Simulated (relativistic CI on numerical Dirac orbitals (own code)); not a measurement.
# Gd VI: q coefficients and field-shift factors

Calculated at this level of theory: Dirac-Coulomb-Breit CI, separate exchange-only KLI orbitals for each configuration, valence Slater integrals scaled by 0.85, P86 correlation energy added to each configuration, derivatives by finite differences, QED left out (own radial code, finite nucleus).

Configuration list (outside the closed core [Kr] 4d10 5s2): 4f6.5p5, 4f4.5p6.6s. The list is cut by size and lacks configurations that can hold low levels.

With x = (α/α₀)² − 1 an excitation energy changes as ω = ω₀ + qx; K = 2q/ω₀ is the relative enhancement. Terms are leading LS components, so labels can repeat. The field-shift factor is F = δν/δ⟨r²⟩ for the transition from the lowest level.

Lowest level 4f6.5p5 8F°_7/2.

| Level | ω₀ (cm⁻¹) | q (cm⁻¹) | K | F (GHz/fm²) |
| --- | --- | --- | --- | --- |
| 4f6.5p5 8F°_9/2 | 125.6 | 685.8 | 10.9 | 0.0845 |
| 4f6.5p5 8F°_5/2 | 339.6 | -325.3 | -1.92 | -0.0937 |
| 4f6.5p5 8F°_11/2 | 719.7 | 1591 | 4.42 | 0.153 |
| 4f6.5p5 8F°_3/2 | 1162.1 | 87.61 | 0.151 | -0.191 |
| 4f6.5p5 8F°_13/2 | 1891.8 | 2781 | 2.94 | 0.193 |
| 4f6.5p5 8F°_1/2 | 2345.4 | 1862 | 1.59 | -0.29 |
| 4f6.5p5 8G°_15/2 | 11273.3 | 1960 | 0.348 | 0.32 |
| 4f6.5p5 8D°_3/2 | 11404.5 | -2089 | -0.366 | 0.0382 |
| 4f6.5p5 8D°_5/2 | 12576.3 | -1095 | -0.174 | 0.0387 |
| 4f6.5p5 8D°_7/2 | 13384.6 | -19.02 | -0.00284 | 0.0623 |
| 4f6.5p5 6F°_1/2 | 13522.5 | -714.2 | -0.106 | -0.141 |
| 4f6.5p5 8G°_13/2 | 13656.6 | 3160 | 0.463 | 0.152 |
| 4f6.5p5 8G°_9/2 | 14038.3 | 1172 | 0.167 | 0.0879 |
| 4f6.5p5 8G°_11/2 | 14308.7 | 2378 | 0.332 | 0.107 |
| 4f6.5p5 6F°_3/2 | 14375.5 | -571 | -0.0794 | -0.132 |
| 4f6.5p5 8D°_5/2 | 16715.8 | 1150 | 0.138 | -0.0891 |
| 4f6.5p5 6G°_7/2 | 18976.4 | 2236 | 0.236 | -0.0497 |
| 4f6.5p5 6F°_11/2 | 19095.4 | 2177 | 0.228 | 0.112 |
| 4f6.5p5 6G°_9/2 | 19470.6 | 2444 | 0.251 | 0.0303 |
| 4f6.5p5 6G°_3/2 | 21272.3 | -1716 | -0.161 | 0.0397 |
| 4f6.5p5 6G°_5/2 | 22099.0 | 181.8 | 0.0165 | 0.113 |
| 4f6.5p5 6D°_3/2 | 23646.1 | -5395 | -0.456 | 0.267 |
| 4f6.5p5 6F°_7/2 | 23747.4 | 2412 | 0.203 | 0.18 |

At this charge configurations can still be misplaced by up to about 7 % of their energy. Levels and lines within the n = 5 or 6 shells can be off by up to 10 % or somewhat more, and those that change n by about 2 %, since core polarisation is missing.
